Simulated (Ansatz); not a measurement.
`CCC(=O)C(C)C` → `CC(=O)C(C)C` + `[CH2]` (triplet)  (formal loss of a carbene)

Isolated molecules relaxed with PBE0-D4/def2-TZVP in Ansatz; ΔE leaves out vibrations. CBS: MP2 limit from def2 TZ/QZ plus the TZ coupled-cluster correction, frozen cores. This one scheme is used for every species. Functionals use def2-TZVPP. B3LYP here is the variant with VWN-RPA as its local correlation; programs differ in this. Triplets are unrestricted, without spin–orbit coupling. One conformer a species, not always the lowest.

`CCC(=O)C(C)C`:

Z-matrix (Å, degrees):
```
C
C 1 1.515
H 1 1.092 2 111.0
H 1 1.090 2 110.8 3 119.0
H 1 1.092 2 110.8 3 -120.4
C 2 1.513 1 113.4 3 -61.7
H 2 1.096 1 111.8 3 61.6
H 2 1.097 1 110.4 3 178.2
C 6 1.520 2 117.1 1 165.5
O 6 1.207 2 121.2 1 -14.4
C 9 1.529 6 111.2 2 56.7
C 9 1.516 6 111.5 2 -177.9
H 9 1.099 6 105.5 2 -59.5
H 11 1.092 9 110.0 6 179.7
H 11 1.091 9 112.4 6 -60.2
H 11 1.094 9 110.7 6 60.9
H 12 1.090 9 111.4 6 55.1
H 12 1.092 9 110.7 6 -64.1
H 12 1.092 9 110.3 6 175.9
```

`CC(=O)C(C)C`:

Z-matrix (Å, degrees):
```
C
C 1 1.507
H 1 1.092 2 111.8
H 1 1.088 2 109.6 3 122.6
H 1 1.094 2 109.3 3 -118.2
O 2 1.207 1 121.2 3 -136.6
C 2 1.519 1 118.0 3 42.5
C 7 1.528 2 109.1 1 -80.1
C 7 1.522 2 113.2 1 44.5
H 7 1.094 2 105.0 1 163.9
H 8 1.093 7 110.1 2 -175.5
H 8 1.092 7 111.3 2 -55.7
H 8 1.094 7 111.4 2 65.3
H 9 1.093 7 111.8 2 55.8
H 9 1.093 7 111.6 2 -65.4
H 9 1.092 7 110.0 2 175.4
```

`[CH2]` (triplet):

Cartesian coordinates in Å:
```
C -0.134 0.211 -0.118
H -0.553 -0.064 0.838
H 0.687 -0.147 -0.720
```

CCSD(T)/CBS gives +439.2 kJ/mol.

(1) Another level gave +419.6 kJ/mol. Which?
A. PBE0/def2-TZVPP
B. PBE-D4/def2-TZVPP
C. B3LYP/def2-TZVPP
D. PBE/def2-TZVPP

Largest T1 diagnostic among the species: 0.012.

## Answers

(1) C. B3LYP 419.6, PBE0 430.5, PBE 436.8, PBE-D4 443.3 kJ/mol.

In def2-TZVPP, CCSD(T) changes the Hartree–Fock value by +137.3 kJ/mol (the triples alone add +11.2 kJ/mol) and MP2 by +149.6 kJ/mol. The D4 term adds +10.1 kJ/mol with B3LYP and +5.6 kJ/mol with PBE0; it sums over pairs of atoms, weighted by their polarisabilities, and B3LYP, whose exchange is more repulsive, gets the larger term.

CCSD(T)/CBS has its own doubt, a few kJ/mol and more with outer-core shells, so smaller differences from it don't rank the levels.
